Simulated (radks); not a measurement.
Excited configurations of Zr III: one electron is placed in a higher orbital outside [Kr] 4d1. The ground configuration is [Kr] 4d2. Calculated with a radial shooting solver on a logarithmic mesh with Libxc functionals: Dirac Kohn-Sham, LDA (Slater exchange, Perdew-Wang correlation), spin-unpolarised, spherical densities, point nucleus; open shells are shared between the two j in proportion to 2j + 1. Excitation = E - E(ground); binding = E(ion) - E, where the ion is the core of charge +3; n* = 3/sqrt(2 binding) in atomic units, and the quantum defect is n - n*. Eigenvalue and <r> are those of j = l + 1/2.

outer orbital  excitation (eV)  binding (eV)  quantum defect  eigenvalue (eV)
5s                       1.709        21.108           2.591          -17.762
5p                       6.456        16.361           2.264          -13.523
6s                      12.331        10.486           2.583           -8.982
6d                      16.545         6.272           1.581           -5.303
6f                      18.928         3.889           0.389           -3.283
7p                      17.284         5.533           2.296           -4.755

The Delta-SCF ionisation energy is 22.817 eV (NIST Atomic Spectra Database: 23.170 eV, semi-empirical). Self-interaction in the functional shifts the binding energies and quantum defects, so they are the method's values and not measured ones. Spin polarisation and multiplet splitting are left out, so open shells lie too high by an amount that depends on their filling. Sharing an open shell by 2j + 1 raises it above the true ground level by a part of the spin-orbit splitting, which enters the differences from NIST.

Beside tabulated values, note that spin-unpolarised runs miss the spin-polarisation part of the exchange energy of open shells.
